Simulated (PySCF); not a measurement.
Structure problem from calculated spectra and properties.

Elements present: C, Ge, H, P and Si. Monoisotopic mass: 239.8635 u.

| Item | Value |
| --- | --- |
| NMR, other nuclei | isotropic shieldings of nuclei other than C and H, by class: 427 (1 Si), 559 (1 P), 1507 (1 Ge), 1607 (1 Ge) ppm [GIAO PBE/pcSseg-1] |
| Rotational structure | rotational constants A, B, C: 1.705, 0.583, 0.443 GHz [PBE0-D3(BJ)/def2-SVP] |
| Valence photoelectron | vertical ionisation energy: 8.62 eV [ΔSCF B3LYP/def2-SVPD] |
| 1H NMR | chemical shifts (computed TMS as zero) by class: 4.58 (2 H), 4.22 (2 H), 3.59 (2 H), 2.42 (1 H), 1.85 (2 H) ppm [GIAO PBE/pcSseg-1] |
| 13C NMR | chemical shifts (computed TMS as zero) by class: 105.6 (1 C), 80.7 (1 C) ppm [GIAO PBE/pcSseg-1] |
| Dipole | 0.44 D [B3LYP/def2-SVPD] |

Electronic properties: PySCF, gas phase, density fitting. Levels stand in brackets. The structure is a single PBE0-D3(BJ)/def2-SVP conformer in the gas phase; no vibrational or solvent corrections. Relativistic effects, spin–orbit coupling among them, are left out although an element past zinc is present. NMR values are class means; diastereotopic atoms form classes of their own.

Question: Which formula fits the mass and the elements?

Answer: C2H9Ge2PSi (calculated 239.8635). No other formula that holds each of these elements comes within 0.0003 u with a fitting electron parity and a possible valence count.

Question: What is the compound? Reason from the data.

Answer: Numbering: `[CH:1]#[C:2][SiH2:3][GeH2:4][GeH2:5][PH2:6]`. 2 carbons fall into 2 classes; from least to most shielded: terminal alkyne carbon [C1] (105.6 ppm), alkyne carbon [C2] (80.7 ppm). Hydrogen classes from least to most shielded: 2 H on an SiH2 silicon, Si3 (4.58 ppm), 2 H on a germanium bonded to Ge, P and 2 H, Ge5 (4.22 ppm), 2 H on a germanium bonded to Ge, Si and 2 H, Ge4 (3.59 ppm), 1 H on a terminal alkyne carbon, C1 (2.42 ppm), 2 H on a three-coordinate phosphorus, P6 (1.85 ppm). The other shieldings belong to: 427 ppm, SiH2 silicon [Si3]; 559 ppm, three-coordinate phosphorus [P6]; 1507 ppm, germanium bonded to Ge, P and 2 H [Ge5]; 1607 ppm, germanium bonded to Ge, Si and 2 H [Ge4]. The first electron is taken from the HOMO, whose largest Löwdin shares are 0.43 on the three-coordinate phosphorus, 0.16 on the germanium bonded to Ge, Si and 2 H, 0.15 on the germanium bonded to Ge, P and 2 H and 0.09 on the SiH2 silicon. By its constants the optimised geometry is an asymmetric top. Structure: `C#C[SiH2][GeH2][GeH2][PH2]`. The assignments are read from this structure; whether some other isomer fits the data as well wasn't checked. NMR values of atoms bound to Ge lack the spin–orbit term that these neighbours bring.

The values belong to the conformer `[CH:1]#[C:2][SiH2:3][GeH2:4][GeH2:5][PH2:6]`: C2–Si3–Ge4–Ge5 -2°, Si3–Ge4–Ge5–P6 -179°, H–P6–Ge5–Ge4 -46°, H–P6–Ge5–Ge4 47°.
